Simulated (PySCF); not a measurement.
Computed shifts of a molecule CH₁₂OSi₄, PBE/pcSseg-1 (PySCF), GIAO, gas phase, atoms alike by connectivity averaged where their shifts nearly agree, in ppm (number of nuclei): ²⁹Si: 8.2 (1), -74.2 (1), -112.3 (1), -121.1 (1). ¹³C: 0.1 (1). ¹H: 6.32 (1), 4.38 (3), 4.07 (1), 3.85 (3), 3.75 (1), 0.81 (1), 0.71 (1), -0.03 (1). References: ¹⁷O against H2O (σ = 334.3 ppm); ²⁹Si against TMS (σ = 335.4 ppm); ¹³C against TMS (σ = 182.0 ppm); ¹H against TMS (σ = 31.49 ppm), references at their B3LYP-D3(BJ)/def2-TZVP geometries, non-relativistic. Geometry: PBE0-D3(BJ)/def2-SVP. The values are those of a single conformer.

### Question
Identify the compound among the candidates.
(A) C[SiH2][Si](O)([SiH3])[SiH3]
(B) CO[Si@@H]([SiH3])[SiH2][SiH3]
(C) [SiH3]C[SiH2][SiH2]O[SiH3]
(D) O[Si@H](C[SiH3])[SiH2][SiH3]

### Answer
D, O[Si@H](C[SiH3])[SiH2][SiH3]
